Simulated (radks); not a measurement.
Problem. Isoelectronic series with 15 electrons, each ion in its NIST ground configuration. Method: scalar-relativistic Kohn-Sham, r2SCAN, spin-unpolarised, spherical densities, finite nucleus; meta-GGA in the generalised Kohn-Sham scheme; Fermi nuclear charge, rms radius of each element as measured or else 0.836 A^(1/3) + 0.57 fm; computed with a radial shooting solver on a logarithmic mesh with Libxc functionals. Total energies (hartree) and mean radii <r> (bohr) (* marks an orbital that is empty in some or all of the ions):

ion    configuration  E (hartree)     3d*      3p      3s      2p
Ga16+   [Ne] 3s2 3p3  -1812.34483  0.5066  0.5519  0.5592  0.1886
Ge17+   [Ne] 3s2 3p3  -1944.66114  0.4824  0.5279  0.5359  0.1816
As18+   [Ne] 3s2 3p3  -2081.83416  0.4604  0.5058  0.5145  0.1751
Se19+   [Ne] 3s2 3p3  -2223.88449  0.4404  0.4855  0.4947  0.1690
Br20+   [Ne] 3s2 3p3  -2370.83442  0.4221  0.4667  0.4763  0.1633
Kr21+   [Ne] 3s2 3p3  -2522.70661  0.4053  0.4494  0.4592  0.1580
Rb22+   [Ne] 3s2 3p3  -2679.52498  0.3898  0.4333  0.4432  0.1530
Zr25+   [Ne] 3s2 3p3  -3179.90780  0.3497  0.3911  0.4012  0.1397
Nb26+   [Ne] 3s2 3p3  -3356.76600  0.3381  0.3788  0.3889  0.1357
Mo27+   [Ne] 3s2 3p3  -3538.70235  0.3273  0.3672  0.3772  0.1320
Tc28+   [Ne] 3s2 3p3  -3725.74928  0.3171  0.3563  0.3662  0.1284
Ru29+   [Ne] 3s2 3p3  -3917.93354  0.3076  0.3460  0.3558  0.1250

Estimate the row of Sr23+ ([Ne] 3s2 3p3).

Solution. E (hartree) -2841.31405; 3d* 0.3754; 3p 0.4182; 3s 0.4283; 2p 0.1483.
